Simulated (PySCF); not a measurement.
**Radial density of In⁻ (indium, charge -1)**

HSE06, [Kr] 4d10 5s2 5p2, high-spin 3P determinant. Computed with PySCF 2.14 in aug-cc-pwCVTZ-PP with ECP28MDF, with scalar relativity through the core potential. This is the valence pseudo-density: the core potential removes the inner electrons and smooths the orbitals near the nucleus.

| r (bohr) | 4πr²ρ (e/bohr) | 4πr²(ρα − ρβ) |
| --- | --- | --- |
| 0.00929 | 1.233e-05 | 0.0000 |
| 0.0156 | 2.837e-05 | 0.0000 |
| 0.0263 | 5.469e-05 | 0.0000 |
| 0.0442 | 0.0001091 | 0.0000 |
| 0.0743 | 0.0003920 | 0.0000 |
| 0.125 | 0.003713 | 0.0000 |
| 0.210 | 0.05618 | 0.0000 |
| 0.354 | 1.189 | 0.0016 |
| 0.595 | 13.56 | 0.0280 |
| 1.00 | 18.76 | -0.0135 |
| 1.68 | 4.835 | 0.1241 |
| 2.83 | 1.381 | 0.4271 |
| 4.76 | 0.4192 | 0.3125 |
| 8.01 | 0.09706 | 0.0952 |
| 13.5 | 0.01277 | 0.0128 |
| 22.7 | 2.384e-05 | 0.0000 |

Energies and moments cover only the electrons outside the core potential. At HSE06 the highest occupied level has a positive energy, so only the finite basis holds that electron; in a semilocal or global hybrid functional this comes from self-interaction and does not mean that the real anion is unbound.

Where is the radial spin density 4πr²(ρα − ρβ) most negative, and why is it negative at all?

Around r = 1.00 bohr, down to -0.0135 e/bohr: exchange with the open shell polarises the paired shells in an unrestricted calculation.
